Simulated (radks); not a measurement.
The numbers below are computed, except where a source is named.
Task: Ir+, 76 electrons, occupied as [Xe] 4f14 5d7 6s1. Level of theory: scalar-relativistic Kohn-Sham, BLYP, spin-polarised, spherical densities, finite nucleus; open shells are filled with parallel spins first (spin-orbit coupling, left out, can overturn this in heavy ions); Fermi nuclear charge, rms radius 5.4032 fm (a radial shooting solver on a logarithmic mesh with Libxc functionals). Some entries of the table are withheld. Estimate them.

orbital  occ.  eigenvalue (eV)  <1/r> (bohr^-1)  <r^2> (bohr^2)
1s up       1        -76115.99            92.15       0.0004196
1s down     1        -76115.97            92.15       0.0004196
2s up       1        -13323.03            21.59        0.006418
2s down     1        -13322.83            21.59        0.006418
2p up       3        -11579.34            19.36        0.005363
2p down     3        -11579.18            19.36        0.005363
3s up       1        -3122.125            8.002         0.04149
3s down     1        -3122.048            8.002         0.04149
3p up       3        -2612.032            7.338         0.04244
3p down     3        -2611.948            7.338         0.04243
3d up       5        -2049.499            6.918         0.03516
3d down     5        -2049.359            6.918         0.03516
4s up       1        -672.1354            3.418          0.2023
4s down     1        -671.9358            3.418          0.2023
4p up       3        -504.7675            3.095          0.2308
4p down     3        -504.5774            3.095          0.2308
4d up       5        -298.9826            2.766          0.2649
4d down     5        -298.7615            2.766          0.2647
5s up       1        -106.6477            1.375           1.077
5s down     1        -105.2683            1.381           1.069
4f up       7              (1)            2.314          0.3526
4f down     7              (2)            2.318          0.3498
5p up       3         -63.5559              (3)           1.460
5p down     3         -61.8317              (4)           1.448
5d up       5              (5)           0.7857           3.292
6s up       1         -14.1375           0.4740           8.061
5d down     2              (6)           0.7817           3.408
6s down     0         -12.6844           0.4570           8.681

Result: 
(1) 4f up eigenvalue (eV): -70.3057
(2) 4f down eigenvalue (eV): -69.9671
(3) 5p up <1/r> (bohr^-1): 1.163
(4) 5p down <1/r> (bohr^-1): 1.170
(5) 5d up eigenvalue (eV): -15.9841
(6) 5d down eigenvalue (eV): -13.9660
